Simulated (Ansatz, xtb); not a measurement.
## Two isomers of C3H8OSi

Structure a is `O[C@@H]1C[C@@H]1[SiH3]`, a singlet and structure b is `O[C@@H]1C[C@H]1[SiH3]`, a singlet. Both are isolated molecules in the gas phase, relaxed with B3LYP/def2-SVP; the shapes shown needn't be the lowest conformers.

a (Å):

```
atom    x (Å)    y (Å)    z (Å)
   C  -0.7460  -1.6446  -0.2248
   C  -0.2694  -0.2539  -0.5276
   C  -0.4019  -0.7320   0.9173
   O   0.1126  -2.7300  -0.4125
  Si   1.1208  -1.0687   1.9721
   H   0.1956  -2.8965  -1.3611
   H  -1.8107  -1.8667  -0.3889
   H  -0.9887   0.4807  -0.9027
   H   0.7414  -0.1522  -0.9360
   H  -1.2585  -0.3296   1.4712
   H   0.9650  -2.3167   2.7745
   H   1.3007   0.0690   2.9256
   H   2.3499  -1.1685   1.1350
```

b (Å):

```tsv
atom	x (Å)	y (Å)	z (Å)
C	-0.1531	-2.1429	0.8776
C	1.0879	-1.8579	0.0813
C	0.3741	-0.7343	0.8300
O	-0.0528	-2.7873	2.1089
Si	-0.5263	0.6501	-0.0548
H	0.0294	-3.7364	1.9434
H	-1.0742	-2.3620	0.3155
H	1.0363	-1.8875	-1.0123
H	2.0340	-2.2067	0.5055
H	0.8690	-0.4493	1.7663
H	0.4239	1.7245	-0.4720
H	-1.5720	1.2607	0.8193
H	-1.1860	0.1027	-1.2794
```

Energies in hartree; the thermal terms are from GFN2-xTB frequencies at re-optimised GFN2-xTB minima (ideal gas, soft modes damped towards free rotors, one conformer each, 298.15 K, 1 atm) and include the zero-point energy:

|  | a | b |
| --- | --- | --- |
| E, CCSD(T)/def2-SVP | −482.559685 | −482.557433 |
| E, MP2/def2-SVP | −482.480606 | −482.478363 |
| E, MP2/def2-TZVPP | −482.971280 | −482.970189 |
| zero-point energy | 0.097639 | 0.097449 |
| H(298 K) − E | 0.105459 | 0.105415 |
| G(298 K) − E | 0.067377 | 0.066898 |

**Question.** Correct the CCSD(T) difference for the basis set by the MP2 change, then work out ΔE, ΔE₀, ΔH and ΔG for a → b in kcal/mol (1 Eh = 627.51 kcal/mol) and the equilibrium ratio [b]/[a].

**Answer.** 1. Differences b − a: CCSD(T) +0.002252, MP2 in the small set +0.002243, MP2 in the large set +0.001091 Eh.
2. ΔE = +0.002252 + (+0.001091 − (+0.002243)) = +0.001100 Eh = +0.69 kcal/mol.
3. ΔE₀ = ΔE + ΔZPE = +0.001100 + (−0.000190) Eh = +0.57 kcal/mol.
4. ΔH = ΔE + (−0.000044) Eh = +0.66 kcal/mol.
5. ΔG = ΔE + (−0.000479) Eh = +0.39 kcal/mol, so ΔS = (ΔH − ΔG)/T = +3.8 J/(mol K).
6. kT = 0.9442 mEh, so K = [b]/[a] = exp(−ΔG/kT) = exp(−0.66) ≈ 0.52.

The two are too close for this level to say which is favoured. An error of 1 kcal/mol in ΔG would change K by a factor of 5.4. Mirror images and further conformers aren't counted.

As drawn, both hold the same kinds of bond in the same numbers.

Other levels gave ΔE = +1.1 (GFN2-xTB); −0.2 (HF/STO-3G, GFN2-xTB geometries); +1.1 (r2SCAN-D4/def2-SVP, GFN2-xTB geometries); +1.0 (B3LYP/def2-SVP); +1.1 (HF/def2-SVP); +1.4 (MP2/def2-SVP); +1.4 (CCSD(T)/def2-SVP) kcal/mol. The correlated steps freeze 9 core orbitals. Programs: Ansatz 0.2.0, xtb 6.7.1.
